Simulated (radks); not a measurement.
Values are calculated unless marked as measured or tabulated.
Problem. Au XVI, 64 electrons, occupied as [Kr] 4d10 4f14 5s2 5p2. Level of theory: scalar-relativistic Kohn-Sham, r2SCAN, spin-polarised, spherical densities, finite nucleus; open shells are filled with parallel spins first (spin-orbit coupling, left out, can overturn this in heavy ions); meta-GGA in the generalised Kohn-Sham scheme; Fermi nuclear charge, rms radius 5.4371 fm (a radial shooting solver on a logarithmic mesh with Libxc functionals). Some entries of the table are withheld. Estimate them.

| orbital | occ. | eigenvalue (eV) | <r> (bohr) | <1/r> (bohr^-1) |
|---|---|---|---|---|
| 1s up | 1 | -81164.18 | 0.01687 | 95.71 |
| 1s down | 1 | -81163.60 | 0.01687 | 95.71 |
| 2s up | 1 | -14609.76 | 0.07111 | 22.47 |
| 2s down | 1 | -14609.64 | 0.07111 | 22.47 |
| 2p up | 3 | -12673.31 | 0.06424 | 19.98 |
| 2p down | 3 | -12672.95 | 0.06424 | 19.98 |
| 3s up | 1 | -3695.704 | 0.1836 | 8.342 |
| 3s down | 1 | -3695.535 | 0.1836 | 8.341 |
| 3p up | 3 | -3131.356 | 0.1849 | 7.605 |
| 3p down | 3 | -3131.104 | 0.1849 | 7.605 |
| 3d up | 5 | -2527.305 | 0.1676 | 7.149 |
| 3d down | 5 | -2527.015 | 0.1676 | 7.149 |
| 4s up | 1 | -1047.763 | 0.4062 | 3.571 |
| 4s down | 1 | -1047.170 | 0.4062 | 3.570 |
| 4p up | 3 | -861.4476 | 0.4318 | 3.231 |
| 4p down | 3 | -860.8612 | 0.4317 | 3.231 |
| 4d up | 5 | -636.3714 | 0.4549 | 2.903 |
| 4d down | 5 | -635.6537 | 0.4543 | 2.906 |
| 5s up | 1 | -395.6161 | 0.8590 | 1.588 |
| 5s down | 1 | -389.7116 | 0.8554 | 1.599 |
| 4f up | 7 | -385.9078 | 0.4809 | 2.518 |
| 4f down | 7 | -384.9178 | 0.4786 | 2.525 |
| 5p up | 2 | -337.4005 | (1) | 1.432 |
| 5p down | 0 | -331.4698 | (2) | 1.434 |
| 5d up | 0 | (3) | 1.054 | 1.251 |
| 5d down | 0 | (4) | 1.064 | 1.238 |
| 6s down | 0 | (5) | 1.541 | 0.8832 |
| 6s up | 0 | (6) | 1.531 | 0.8968 |

Solution. 
(1) 5p up <r> (bohr): 0.9364
(2) 5p down <r> (bohr): 0.9366
(3) 5d up eigenvalue (eV): -263.1903
(4) 5d down eigenvalue (eV): -258.5046
(5) 6s down eigenvalue (eV): -203.9247
(6) 6s up eigenvalue (eV): -203.7058
